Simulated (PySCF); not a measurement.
Simulation results for BH₄Si

Calculation on a computer-drawn molecule: vertical ionisation energy to the stated ion spin, frozen-core CCSD(T) at the basis limit and cheaper methods, single-reference cases, UHF for radicals, no spin-orbit; all values are single points at the evaluated structure, the first of each entry, which is the reference or a displaced copy of it and isn't optimised; the reference structure only sets the zero of the energies above reference; triples share is (T) over the correlation energy. Program: PySCF 2.14.0.

Common to all runs: charge 1; multiplicity 1; ion multiplicity 2; diffuse functions no; basis cc-pV(n+d)Z; reference is the Hartree-Fock double-zeta minimum; best is HF at quadruple zeta + MP2 correlation extrapolated from triple and quadruple zeta + CCSD(T) minus MP2 at triple zeta; basis step is the size of the change from the same recipe one zeta lower.

(1) BH₄Si

Evaluated structure:
```xyz
6
BH4Si
B     -1.6713    -2.1055    -1.7531
Si    -1.7433    -0.1285    -1.0816
H     -2.5386    -2.7035    -2.0769
H     -0.4825    -2.6356    -1.6584
H     -2.0907     0.1752     0.2978
H     -1.6299     1.0275    -1.9804
```

Reference structure:
```xyz
6
BH4Si
B     -1.6094    -2.0972    -1.7185
Si    -1.7794    -0.1666    -1.1020
H     -2.5928    -2.6523    -2.0927
H     -0.5326    -2.6014    -1.6823
H     -2.0685     0.1946     0.2902
H     -1.6218     0.9710    -2.0147
```

It finds ionisation energy best 17.72 eV; ionisation energy basis step 0.03004 eV; energy above reference best 7.295 kcal/mol; energy above reference basis step 0.02016 kcal/mol; ionisation energy Koopmans at triple zeta 17.81 eV; ionisation energy EOM CCSD at triple zeta 17.68 eV; total energy HF triple zeta -315.6176 hartree; total energy CCSD(T) triple zeta -315.8532 hartree; total energy best -315.8807 hartree; T1 diagnostic at triple zeta 0.01191; D1 diagnostic at triple zeta 0.02393; ion T1 diagnostic at triple zeta 0.02511; ion D1 diagnostic at triple zeta 0.07999; ion spin squared at triple zeta 0.7851; triples share at triple zeta 0.02604; basis functions triple zeta 125.

Drawn bonds:
```csv
atom,other atom,order
1,2,1
1,3,1
1,4,1
2,5,1
2,6,1
```

Triple zeta:
```csv
method,ionisation energy (eV),energy above reference (kcal/mol)
HF,16.73,7.286
PBE,17.34,7.148
r2SCAN,17.39,7.384
B3LYP,17.51,7.263
wB97X,17.55,7.448
MP2,17.61,7.42
CCSD,17.6,7.26
CCSD(T),17.62,7.227
```

(2) BH₄Si

Evaluated structure:
```xyz
6
BH4Si
B     -1.6535    -2.1132    -1.7212
Si    -1.7435    -0.1909    -1.0998
H     -3.0872    -2.9047    -2.2313
H     -0.5043    -2.6264    -1.6427
H     -2.0607     0.1822     0.3036
H     -1.6304     0.9765    -1.9719
```

Reference structure:
```xyz
6
BH4Si
B     -1.6094    -2.0972    -1.7185
Si    -1.7794    -0.1666    -1.1020
H     -2.5928    -2.6523    -2.0927
H     -0.5326    -2.6014    -1.6823
H     -2.0685     0.1946     0.2902
H     -1.6218     0.9710    -2.0147
```

Results for BH₄Si: ionisation energy best 17 eV; ionisation energy basis step 0.01924 eV; energy above reference best 39.02 kcal/mol; energy above reference basis step 0.2504 kcal/mol; ionisation energy Koopmans at triple zeta 16.89 eV; ionisation energy EOM CCSD at triple zeta 16.97 eV; total energy HF triple zeta -315.5581 hartree; total energy CCSD(T) triple zeta -315.8030 hartree; total energy best -315.8302 hartree; T1 diagnostic at triple zeta 0.0156; D1 diagnostic at triple zeta 0.03735; ion T1 diagnostic at triple zeta 0.02659; ion D1 diagnostic at triple zeta 0.09027; ion spin squared at triple zeta 0.7714; triples share at triple zeta 0.03014; basis functions triple zeta 125.

Drawn bonds:
```csv
atom,other atom,order
1,2,1
1,3,1
1,4,1
2,5,1
2,6,1
```

Triple zeta:
```csv
method,ionisation energy (eV),energy above reference (kcal/mol)
HF,15.62,44.64
PBE,16.73,35.18
r2SCAN,16.7,38.21
B3LYP,16.82,39.13
wB97X,16.8,40.73
MP2,16.73,41.77
CCSD,16.86,39.57
CCSD(T),16.92,38.75
```

(3) BH₄Si

Evaluated structure:
```xyz
6
BH4Si
B     -1.5549    -2.1151    -1.7013
Si    -1.8177    -0.1544    -1.0480
H     -2.6211    -2.5843    -2.0843
H     -0.5043    -2.5742    -1.6703
H     -2.0960     0.2314     0.3043
H     -1.6112     0.9667    -2.0461
```

Reference structure:
```xyz
6
BH4Si
B     -1.6094    -2.0972    -1.7185
Si    -1.7794    -0.1666    -1.1020
H     -2.5928    -2.6523    -2.0927
H     -0.5326    -2.6014    -1.6823
H     -2.0685     0.1946     0.2902
H     -1.6218     0.9710    -2.0147
```

Drawn bonds:
```csv
atom,other atom,order
1,2,1
1,3,1
1,4,1
2,5,1
2,6,1
```

To be estimated
1. What ionisation energy best does the calculation give for BH₄Si (entry 3)?
2. What ion T1 diagnostic at triple zeta does the calculation give for BH₄Si (entry 3)?
3. Give the table of triple zeta values for BH₄Si (entry 3).

Calculated values
1. 17.63 eV
2. 0.01712
3. 
Triple zeta:
```csv
method,ionisation energy (eV),energy above reference (kcal/mol)
HF,16.65,2.882
PBE,17.24,3
r2SCAN,17.3,3.198
B3LYP,17.41,3.02
wB97X,17.43,3.117
MP2,17.49,2.993
CCSD,17.5,2.911
CCSD(T),17.53,2.889
```

Further results for BH₄Si (entry 3):

* ionisation energy basis step: 0.0347 eV
* energy above reference best: 2.931 kcal/mol
* energy above reference basis step: 0.01986 kcal/mol
* ionisation energy Koopmans at triple zeta: 17.69 eV
* ionisation energy EOM CCSD at triple zeta: 17.58 eV
* total energy HF triple zeta: -315.6246 hartree
* total energy CCSD(T) triple zeta: -315.8601 hartree
* total energy best: -315.8877 hartree
* T1 diagnostic at triple zeta: 0.01152
* D1 diagnostic at triple zeta: 0.02107
* ion D1 diagnostic at triple zeta: 0.04352
* ion spin squared at triple zeta: 0.7698
* triples share at triple zeta: 0.02598
* basis functions triple zeta: 125
